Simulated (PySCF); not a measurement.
Several orderings of computed values.

Species are written as SMILES; each is one conformer at its optimised geometry, gas phase, non-relativistic unless stated. Electronic properties by PySCF.

Dipoles, sizes and rotational constants follow the conformer. The torsions of the flexible species, by atom-mapped SMILES:
- `[CH2:1]=[CH:2][C:3]1=[C:4]([CH3:5])[CH:6]=[C:7]([F:8])[S:9]1(=[O:10])=[O:11]`: C1–C2–C3–C4 180°
- `[CH3:1][CH:2]([CH3:3])[CH2:4][n:5]1[cH:6][p:7][cH:8][n:9]1`: C1–C2–C4–N5 -172°, C2–C4–N5–C6 -103°
- `[N:1]#[C:2][C@@H:3]1[C@@H:4]([F:5])[C@H:6]1[C:7](=[O:8])[O-:9]`: C4–C6–C7–O8 -112°
- `[CH2:1]=[N:2][c:3]1[n:4][cH:5][cH:6][nH:7]1`: C1–N2–C3–N4 0°
- `[F:1][CH2:2][O:3][C@H:4]1[CH:5]=[CH:6][C:7]1([F:8])[F:9]`: F1–C2–O3–C4 -69°, C2–O3–C4–C5 -177°
- `[CH2:1]=[CH:2][S:3](=[O:4])(=[O:5])[O:6][SiH3:7]`: C1–C2–S3–O4 11°, C2–S3–O6–Si7 177°
- `[CH3:1][S:2][c:3]1[p:4][cH:5][p:6][c:7]([CH:8]=[O:9])[p:10]1`: C1–S2–C3–P4 0°, P6–C7–C8–O9 180°
- `[CH3:1]/[N:2]=[CH:3]/[c:4]1[n:5][cH:6][n:7][nH:8]1`: N2–C3–C4–N5 180°
- `[CH2:1]=[C:2](/[CH:3]=[CH:4]/[F:5])[O:6][CH:7]([F:8])[F:9]`: C1–C2–C3–C4 -179°, C1–C2–O6–C7 -15°, C2–O6–C7–F8 79°

The conformers of `FC[C@@H]1CN[Si@H](N[SiH3])N1` aren't listed.

Task: Rank by smallest rotational constant, lowest first (GFN2-xTB).
A. `FCO[C@H]1C=CC1(F)F`
B. `CSc1pcpc(C=O)p1`
C. `CC(C)Cn1cpcn1`
D. `N#C[C@@H]1[C@@H](F)[C@H]1C(=O)[O-]`
E. `C=CC1=C(C)C=C(F)S1(=O)=O`
F. `C=CS(=O)(=O)O[SiH3]`
G. `C=Nc1[nH]ccn1`

Result: B (0.385 GHz), E (0.652 GHz), C (0.712 GHz), D (0.933 GHz), A (1.037 GHz), F (1.217 GHz), G (1.771 GHz).

Task: By how much do the two ends of that ranking differ?

Result: By 1.386 GHz, between `C=Nc1ncc[nH]1` and `CSc1pcpc(C=O)p1`.

Task: Rank by HOMO–LUMO gap, lowest first (PBE0/pcSseg-1 at GFN2-xTB geometries).
A. `[C@H]1(C(F)(F)C=C1)OCF`
B. `N(c1ncc[nH]1)=C`
C. `CSc1pcpc(C=O)p1`
D. `C=C(/C=C/F)OC(F)F`
E. `C/N=C/c1ncn[nH]1`
F. `N1[Si@@H](N[C@H](CF)C1)N[SiH3]`
G. `C=CC1=C(C)C=C(F)S1(=O)=O`

Result: C (3.30 eV), G (4.47 eV), B (5.22 eV), E (5.77 eV), D (6.02 eV), F (7.07 eV), A (7.49 eV).

Task: Rank by HOMO energy, highest first (PBE0/pcSseg-1 at GFN2-xTB geometries).
A. `FC[C@@H]1CN[Si@H](N[SiH3])N1`
B. `C(/C(=C)OC(F)F)=C\F`
C. `C=Nc1ncc[nH]1`
D. `C1(C=C[C@@H]1OCF)(F)F`

Result: C (-6.45 eV), A (-6.60 eV), B (-7.11 eV), D (-8.37 eV).

Task: Give the two extremes of that set in hartree.

Result: `FCO[C@H]1C=CC1(F)F`: -0.307 Eh; `C=Nc1ncc[nH]1`: -0.237 Eh.

Task: Rank by dipole moment, lowest first (PBE0/pcSseg-1 at GFN2-xTB geometries).
A. `n1(cpcn1)CC(C)C`
B. `C/N=C/C1=NC=NN1`
C. `CSc1pcpc(C=O)p1`
D. `FCO[C@H]1C=CC1(F)F`
E. `C=CC1=C(C)C=C(F)S1(=O)=O`

Result: D (1.80 D), B (2.75 D), A (2.94 D), C (4.38 D), E (5.52 D).

Task: Give the two extremes of that set in atomic units.

Result: `FCO[C@H]1C=CC1(F)F`: 0.71 au; `C=CC1=C(C)C=C(F)S1(=O)=O`: 2.17 au.
